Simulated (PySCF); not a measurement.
SnHI₃, SMILES [I][SnH]([I])[I]. Atoms are numbered in the order given.

```xyz
5

Sn     0.0000     0.0000     0.6876
I     -2.2066     1.2740    -0.2314
I      0.0000    -2.5480    -0.2314
I      2.2066     1.2740    -0.2314
H      0.0000     0.0000     2.4038
```
Charge 0, spin multiplicity 1.

The structure is a stationary point at B3LYP-D3(BJ)/def2-SVP. The structure was generated by enumeration; whether it is a known compound was not checked. The def2 effective core potentials stand for the cores of I, Sn; spin–orbit coupling is left out.

Calculation: PySCF with M06-2X/def2-TZVP.

Computed frontier levels, gap, dipole moment and polarisability:
| Property | Value |
|---|---|
| highest occupied level | -8.95 eV |
| lowest empty level | -2.33 eV |
| orbital gap | 6.62 eV |
| dipole moment | 1.21 D |
| quadrupole, principal values (traceless, Buckingham form, about the centre of nuclear charge) | -1.21, -1.21, 2.41 D·Å |
| mean static polarisability | 139.7 bohr³ (20.71 Å³) |
| polarisability, principal values | 104.2, 157.5, 157.5 bohr³ |
